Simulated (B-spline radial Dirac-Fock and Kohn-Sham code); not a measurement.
The computed values come from a radial finite-basis atomic code: multi-electron Dirac-Fock with separately optimised hole states, Breit and Lamb-shift corrections added in first order. Free neutral atoms.

Question: Order these X-ray lines by photon energy, lowest first.
A. Ba Mζ1
B. Ni Lη
C. Co Lβ3
D. Mn Lγ5
E. Mn Lβ4
F. Cr Lβ4

Answer: A (591.6 eV), F (651.6 eV), D (657.3 eV), E (720.9 eV), B (756.9 eV), C (866.9 eV).
